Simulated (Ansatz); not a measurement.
A structure relaxed at r2SCAN-D4/def2-SVP in Ansatz, charge 1, singlet:

```tsv
atom	x (Å)	y (Å)	z (Å)
Sb1	0.432	-2.942	0.947
Sb2	-0.642	0.922	2.909
Sb3	2.680	0.707	0.075
Sb4	0.048	-1.081	-2.925
Sb5	-1.025	2.784	-0.966
In6	1.604	-0.735	2.320
In7	-1.433	-3.042	-1.318
In8	-2.810	1.928	1.203
In9	1.153	1.458	-2.244
H10	-0.200	-3.879	2.215
H11	1.770	-3.943	0.635
H12	-1.326	0.160	4.264
H13	0.059	2.213	3.764
H14	4.076	-0.103	-0.452
H15	3.463	2.094	0.664
H16	1.337	-1.850	-3.722
H17	-0.848	-0.737	-4.326
H18	-0.375	4.312	-0.606
H19	-1.973	3.298	-2.279
H20	2.732	-1.054	3.573
H21	-1.139	-4.547	-2.071
H22	-2.779	-2.146	-0.755
H23	-3.323	3.376	1.950
H24	-3.521	0.499	0.585
H25	2.040	2.310	-3.439
```

Problem. Give its formula and point group.

Solution. In₄Sb₅H₁₆⁺, a cluster cut from zinc blende InSb (hydrogen-capped). Point group C2v (tolerance 0.1 Å).

Problem. Summarise the bond lengths by kind (pairs closer than 1.2 times the sum of covalent radii, bridged metal pairs left out).

Solution. 10 × In–Sb 2.85 to 2.94 Å; 10 × H–Sb 1.70 Å; 6 × H–In 1.71 to 1.72 Å.

In the def2 sets In, Sb take a core potential; there is no spin–orbit coupling.
